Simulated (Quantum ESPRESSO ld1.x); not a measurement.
Problem. These are the eigenvalues of the occupied orbitals of an atom or ion with whole-number occupations (eV). Calculated with ld1.x of Quantum ESPRESSO 7.5: non-relativistic Kohn-Sham, LDA (Slater exchange, Hedin-Lundqvist correlation), spin-unpolarised, spherical densities, point nucleus.

orbital  eigenvalue
1s         -1308.29
2s         -128.109
2p         -96.3178

Which element is it, and in what charge state? The configuration may be excited.

Solution. Z = 12, magnesium, charge +3: Mg3+ in [He] 2s2 2p5. The list shows which subshells hold electrons but not how many an open one holds; the 1s level, -48.079 hartree, gives Z - s = 9.8 by -(Z - s)^2/2, which with screening narrows Z to a few neighbours, and the depths of the outer levels then fix element, charge and occupations together.
